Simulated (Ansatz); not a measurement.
BH4NSe, SMILES `NB[SeH]`. Total charge 0; spin multiplicity 1. Correlated methods include outer-core shells of Se, which these sets cover unevenly. Scalar relativity is left out up to krypton.

| atom | x (Å) | y (Å) | z (Å) |
| --- | --- | --- | --- |
| N1 | 1.034 | 0.641 | -0.030 |
| B2 | -0.241 | 0.121 | 0.156 |
| Se3 | -0.721 | -1.610 | -0.619 |
| H4 | 1.305 | 1.528 | 0.357 |
| H5 | 1.764 | 0.187 | -0.551 |
| H6 | -1.050 | 0.726 | 0.789 |
| H7 | -2.091 | -1.594 | -0.102 |

Task: Give the diagnostics of a CCSD(T)/def2-TZVPP run (frozen core, the Gaussian-basis code of Ansatz). (An estimate is asked.)

Result: Ansatz gave: T1 = 0.0108, largest single amplitude 0.033, largest double 0.035, (T) share of the correlation energy 3.7 %, 8 CCSD cycles. The RHF solution is stable towards an unrestricted one. T1 lies under the customary mark of 0.02 for closed shells.
